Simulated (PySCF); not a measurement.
Rh²⁺ (rhodium, charge +2) across methods

[Kr] 4d7, high-spin 4F determinant. Computed with PySCF 2.14 in x2c-TZVPPall with one added diffuse shell each of s, p, d, f type (9s7p7d3f1g, 95 functions), with the spin-free X2C one-electron Hamiltonian (Gaussian nucleus).

```
 method  E (hartree)  mean ε 4p β (eV)  mean ε 4d α (eV)  mean ε 4d β (eV)  Σ⟨r²⟩ (bohr²)   ⟨S²⟩
   PW91     -4783.01           -69.906           -26.760           -24.987          30.75  3.751
    PBE     -4782.24           -69.800           -26.688           -24.891          30.75  3.751
    LDA     -4777.42           -70.112           -26.843           -24.992          30.80  3.751
 r2SCAN     -4782.66           -70.685           -27.052           -25.050          30.53  3.752
   PBE0     -4782.33           -72.975           -28.618           -26.668          30.56  3.752
   BLYP     -4782.80           -69.709           -26.498           -24.860          30.89  3.751
r2SCAN0     -4782.65           -73.576           -28.906           -26.806          30.44  3.753
  wB97X     -4782.80           -75.297           -30.918           -29.186          30.46  3.752
```

**Question.** Estimate the same row for UHF.

**Answer.** E (hartree) = -4780.36382; mean ε 4p β (eV) = -81.177; mean ε 4d α (eV) = -33.510; mean ε 4d β (eV) = -30.997; Σ⟨r²⟩ (bohr²) = 30.37; ⟨S²⟩ = 3.755.
